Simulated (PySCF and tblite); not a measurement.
C8H13NO, numbered as in [CH2:1]=[CH:2][CH2:3]/[CH:4]=[CH:5]/[N:6]([CH3:7])[C:8]([CH3:9])=[O:10]. Search: ETKDG, MMFF94s, GFN2-xTB, 200 starts; geometries at GFN2-xTB. Free energies are PBE0-D3(BJ)/6-31G* single points with GFN2-xTB rigid-rotor and vibrational terms (modes under about 100 cm⁻¹ blended into free rotors). Symmetry numbers and mirror images are counted. Conformers within 3 kcal/mol (GFN2-xTB free energy) were kept, 10 at most. GIAO shieldings: PBE0/6-31G*. Shifts are against TMS (¹H), TMS (¹³C), NH3 (¹⁵N) at the same level. Programs: PySCF with density fitting and tblite.

Torsions listed: C1–C2–C3–C4, C2–C3–C4–C5, C4–C5–N6–C7, C7–N6–C8–O10. Of a mirror pair one member is shown.

| conformer | shape | point group | mirror pair | ΔE(DFT) | Δ(G−E) at 250 K | δ C1 (ppm) |
| --- | --- | --- | --- | --- | --- | --- |
| 1 | 117°, -18°, 0°, 0° | C1 | yes | 0.00 | 0.00 | 113.9 |
| 2 | 12°, -114°, -1°, 0° | C1 | yes | 0.12 | -0.02 | 110.7 |
| 3 | -117°, -114°, -2°, 0° | C1 | yes | 0.17 | -0.04 | 110.4 |
| 4 | -117°, -113°, -3°, 180° | C1 | yes | 1.02 | -0.67 | 109.8 |
| 5 | -120°, 116°, 0°, 0° | C1 | yes | 1.04 | -0.08 | 109.1 |
| 6 | 14°, -116°, -2°, 180° | C1 | yes | 1.08 | -0.66 | 110.3 |
| 7 | -118°, 15°, -3°, 180° | C1 | yes | 1.51 | -0.53 | 113.9 |
| 8 | 119°, -117°, -2°, 180° | C1 | yes | 1.98 | -0.58 | 109.4 |
| 9 | 113°, 106°, -139°, 6° | C1 | yes | 4.29 | -0.39 | 111.1 |
| 10 | 118°, -113°, 138°, -6° | C1 | yes | 4.92 | -0.40 | 110.1 |

Energies in kcal/mol; the thermal term leaves out symmetry numbers and mirror images.

Task: Work out the weights at 250 K and the ¹³C shift of C1 under fast exchange.

Result: RT = 0.497 kcal/mol. Each conformer gets RT ln(σ/g), with σ the rotational symmetry number and g = 2 for a mirror pair: 1: σ = 1, g = 2, G = 0.00 + 0.00 − 0.34 = -0.34, 0.00 above the lowest, exp(−ΔG/RT) = 1.000; 2: σ = 1, g = 2, G = 0.12 − 0.02 − 0.34 = -0.24, 0.10 above the lowest, exp(−ΔG/RT) = 0.815; 3: σ = 1, g = 2, G = 0.17 − 0.04 − 0.34 = -0.21, 0.13 above the lowest, exp(−ΔG/RT) = 0.767; 4: σ = 1, g = 2, G = 1.02 − 0.67 − 0.34 = 0.00, 0.35 above the lowest, exp(−ΔG/RT) = 0.499; 5: σ = 1, g = 2, G = 1.04 − 0.08 − 0.34 = 0.62, 0.97 above the lowest, exp(−ΔG/RT) = 0.143; 6: σ = 1, g = 2, G = 1.08 − 0.66 − 0.34 = 0.08, 0.42 above the lowest, exp(−ΔG/RT) = 0.429; 7: σ = 1, g = 2, G = 1.51 − 0.53 − 0.34 = 0.64, 0.98 above the lowest, exp(−ΔG/RT) = 0.139; 8: σ = 1, g = 2, G = 1.98 − 0.58 − 0.34 = 1.05, 1.39 above the lowest, exp(−ΔG/RT) = 0.061; 9: σ = 1, g = 2, G = 4.29 − 0.39 − 0.34 = 3.56, 3.90 above the lowest, exp(−ΔG/RT) = 0.000; 10: σ = 1, g = 2, G = 4.92 − 0.40 − 0.34 = 4.17, 4.52 above the lowest, exp(−ΔG/RT) = 0.000. The sum is 3.853, so the weights are 25.9, 21.2, 19.9, 13.0, 3.7, 11.1, 3.6, 1.6, 0.0, 0.0 %. The averaged shift is 111.3 ppm. At 298.15 K it is 111.2 ppm. At 298.15 K the leading conformer alone gives 113.9 ppm and bare DFT energies give 111.5 ppm.

Rotation about the C–N or B–N bond may be slow on the NMR time scale, and the averages treat it as fast. For its torsions the set is small; conformers may be missing.


¹⁵N shifts are against a computed isolated NH3 molecule, about 20 ppm from the liquid.